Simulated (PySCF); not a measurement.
A small calculation by hand: entropy of an ideal gas

In(F)(OH)(NH2) (FH₃InNO), SMILES [NH2][In]([OH])[F].

Geometry optimised at PBE0-D3(BJ)/def2-SVP. The def2 effective core potentials stand for the cores of In; spin–orbit coupling is left out. One conformer was computed; it need not be the lowest.

PySCF with PBE0-D3(BJ)/def2-SVP gives the harmonic wavenumbers 108, 127, 146, 235, 292, 462, 596, 614, 650, 814, 853, 1525, 3566, 3674, 3884 cm⁻¹ and the rotational temperatures 0.2477, 0.2108, 0.1143 K. The molar mass is 166.85 g/mol, the symmetry number 1, the spin multiplicity 1.

Problem. Work out the entropy at 298.15 K and 1 atm in the rigid-rotor, harmonic-oscillator model.

Solution. 
Translation (Sackur–Tetrode at 1 atm): S = R[1.5 ln M + 2.5 ln T − 1.16487] = 172.6 J/(mol K).
Rotation: q = (√π/σ) T^1.5/√(θA θB θC) = 118000, S = R[ln q + 3/2] = 109.6 J/(mol K).
Vibration: with u = 1.4388 ν/T, each mode gives R[u/(e^u − 1) − ln(1 − e^−u)]:
```tsv
ν (cm⁻¹)	modes	u	S (J/(mol K))
108	1	0.52	13.83
127	1	0.61	12.51
146	1	0.70	11.40
235	1	1.13	7.70
292	1	1.41	6.12
462	1	2.23	3.18
596	1	2.88	1.91
614	1	2.96	1.78
650	1	3.14	1.55
814	1	3.93	0.82
853	1	4.12	0.70
1525	1	7.36	0.04
```
The stiffer modes add less than 0.005 each. Sum 61.6 J/(mol K).
Spin: R ln 1 = 0.0 J/(mol K).
Total 343.7 J/(mol K); the program's own thermochemistry gives 343.7. Translation makes up 50 % and vibration 18 %. Anharmonicity, hindered rotation and orbital degeneracy are left out.
